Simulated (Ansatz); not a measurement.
`[NH2][Mo](=[O])([F])=[S]` + H₂O → `[NH2][Mo](=[O])([OH])=[S]` + H–F at 600 K and 1 bar (formal hydrolysis of a Mo–F bond).

Isolated molecules relaxed with PBE0-D4/def2-TZVP in Ansatz; ΔE leaves out vibrations. CCSD(T)/CBS adds triple-zeta CCSD(T) − MP2 to the extrapolated MP2 energy (def2 sets, frozen cores). This one scheme is used for every species. Elements past krypton have def2 core potentials. For Mo outer-core shells are correlated without core-valence functions, which leaves a few kJ/mol of doubt a bond. One conformer a species, not always the lowest.

```
                    species  CCSD(T)/CBS energy (Eh)  H − E (kJ/mol)  S (J/(mol·K))
 `[NH2][Mo](=[O])([F])=[S]`               -696.93442           141.0          420.1
                        H₂O                -76.37941            76.8          212.8
`[NH2][Mo](=[O])([OH])=[S]`               -672.90809           175.2          439.8
                        H–F               -100.39570            42.3          194.0
```

H − E and S are ideal-gas, rigid-rotor, harmonic terms from PBE0-D4/def2-TZVP, for one conformer and one mirror image of each species. 1 Eh = 2625.50 kJ/mol, R = 8.31446 J/(mol·K).

Q: By hand: ΔE, ΔH, ΔS and ΔG.

A: ΔE = (-672.90809) + (-100.39570) − (-696.93442) − (-76.37941) = 0.01004 Eh = 26.4 kJ/mol. Δ(H − E) = 175.2 + 42.3 − 141.0 − 76.8 = -0.3, so ΔH = 26.1 kJ/mol. ΔS = 439.8 + 194.0 − 420.1 − 212.8 = 0.9 J/(mol·K). ΔG = 26.1 − 600 × (0.9)/1000 = 25.6 kJ/mol.

Q: By hand: the equilibrium constant, and the temperature at which ΔG would vanish if ΔH and ΔS stayed fixed.

A: log₁₀ K = −ΔG/(RT ln 10) = -2.2. ΔG = 0 at ΔH/ΔS = 29000 K, far beyond where these terms or the molecules hold.

The number of gas molecules stays the same, so ΔS is small and ΔH decides. A doubt of 5 kJ/mol in ΔE shifts log₁₀ K by 0.4 here. Other conformers and mirror images would add mixing entropy, several J/(mol·K) or more a flexible species. These are equilibria of isolated gas molecules and say nothing of rates. Largest T1 diagnostic: 0.025 (customary marks: 0.02 for closed shells, 0.045 for open ones).
